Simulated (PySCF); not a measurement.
Species: C7H13Cl.
SMILES with atom numbers: `[CH3:1]/[CH:2]=[C:3](\[CH3:4])[C@H:5]([CH3:6])[CH2:7][Cl:8]` (hydrogens: H9, H10, H11 on C1; H12 on C2; H13, H14, H15 on C4; H16 on C5; H17, H18, H19 on C6; H20, H21 on C7)

Structure used (PBE0-D3(BJ)/def2-SVP), in Å, numbered top down from 1:
```
atom  x, y, z in Å
C1     2.1398    0.7633    0.0862
C2     0.6584    0.8626    0.2401
C3    -0.2913    0.0788   -0.2977
C4    -0.0058   -1.0957   -1.1878
C5    -1.7506    0.3720    0.0055
C6    -2.4621   -0.7933    0.6880
C7    -2.4660    0.8156   -1.2676
Cl8   -4.1226    1.4166   -0.9399
H9     2.4607   -0.1297   -0.4666
H10    2.6340    0.7434    1.0715
H11    2.5403    1.6452   -0.4427
H12    0.3127    1.6875    0.8764
H13   -0.3998   -2.0292   -0.7542
H14    1.0676   -1.2386   -1.3624
H15   -0.4855   -0.9819   -2.1740
H16   -1.7717    1.2359    0.6900
H17   -2.5302   -1.6720    0.0273
H18   -1.9263   -1.0931    1.6005
H19   -3.4870   -0.5064    0.9631
H20   -2.5720   -0.0076   -1.9884
H21   -1.9218    1.6388   -1.7499
```

Computed with PySCF at PBE0/pcSseg-1, non-relativistic, on one gas-phase PBE0-D3(BJ)/def2-SVP geometry that isn't relaxed in the solvent. The solvent is an IEF-PCM continuum (cavity from Bondi-type radii × 1.2). The model holds no explicit solvent molecules, cavitation or dispersion.

Gas phase at PBE0/pcSseg-1: HOMO -6.95 eV, LUMO 0.28 eV, dipole 2.46 D.

**Question.** What does the continuum do to the energy, the frontier levels and the dipole at PBE0/pcSseg-1 in benzene and methanol?

**Answer.** 
| solvent | ε | E(solvent) − E(gas) (kcal/mol) | polarisation term (kcal/mol) | distortion of the solute (kcal/mol) | HOMO (eV) | LUMO (eV) | dipole (D) |
| --- | --- | --- | --- | --- | --- | --- | --- |
| benzene | 2.271 | -1.55 | -1.64 | 0.09 | -6.85 | 0.35 | 2.76 |
| methanol | 32.61 | -3.39 | -3.84 | 0.45 | -6.79 | 0.39 | 3.08 |

The first energy column is the sum of the next two and covers electrostatics alone. From benzene to methanol the lowering changes by a factor 2.18, Onsager's factor (ε − 1)/(2ε + 1) by 2.08 and ε itself by 14.4.

**Question.** Which radius a makes the point-dipole formula ΔE = −[(ε − 1)/(2ε + 1)]·μ²/a³ give the value in methanol, with the gas-phase dipole?

**Answer.** μ = 0.969 au and |ΔE| = 0.00541 Eh give a = 2.31 Å; the farthest nucleus lies 3.74 Å from the centroid of the nuclei, so such a sphere wouldn't even hold the nuclei. The formula assumes a rigid point dipole at the centre of a sphere.

**Question.** Give the dipole vector in the frame of the coordinates (D, pointing from negative to positive charge), gas and methanol.

**Answer.** Gas (2.29, -0.89, -0.18), solvent (2.82, -1.17, -0.42). Its length changes by +25 % and its direction by 4°.

**Question.** Which IAO charges (PBE0/pcSseg-1) respond most in benzene (means over atoms taken as equivalent)?

**Answer.** 
```
      atoms         environment  gas (e)  solvent (e)  change
        Cl8      alkyl chlorine   -0.124       -0.137  -0.013
        H20  methylene hydrogen   +0.150       +0.155  +0.005
        H21  methylene hydrogen   +0.161       +0.165  +0.004
         C2    alkene CH carbon   -0.156       -0.160  -0.004
         C4      allylic carbon   -0.417       -0.420  -0.003
         C1      allylic carbon   -0.416       -0.418  -0.002
H13/H14/H15     methyl hydrogen   +0.142       +0.144  +0.002
        H12    vinylic hydrogen   +0.132       +0.134  +0.002
```

**Question.** Which Mayer bond orders change most in benzene?

**Answer.** 
| bond | length (Å) | gas | solvent | change |
| --- | --- | --- | --- | --- |
| C7–Cl8 | 1.792 | 0.983 | 0.967 | -0.016 |
| C2–C3 | 1.344 | 1.885 | 1.883 | -0.002 |
| C3–C5 | 1.519 | 1.019 | 1.021 | +0.002 |
| C3–C4 | 1.501 | 1.049 | 1.050 | +0.001 |
| C1–H9 | 1.098 | 0.958 | 0.957 | -0.001 |
| C1–H10 | 1.102 | 0.949 | 0.948 | -0.001 |
| C1–H11 | 1.104 | 0.947 | 0.946 | -0.001 |
| C4–H13 | 1.102 | 0.942 | 0.941 | -0.001 |

**Question.** How do the nuclear quadrupole coupling constants eQVzz/h respond in benzene?

**Answer.** 
| nucleus | Q (barn) | gas (MHz) | solvent (MHz) | η gas | η solvent |
| --- | --- | --- | --- | --- | --- |
| 35Cl at Cl8 | -0.0817 | -74.61 | -72.91 | 0.03 | 0.02 |
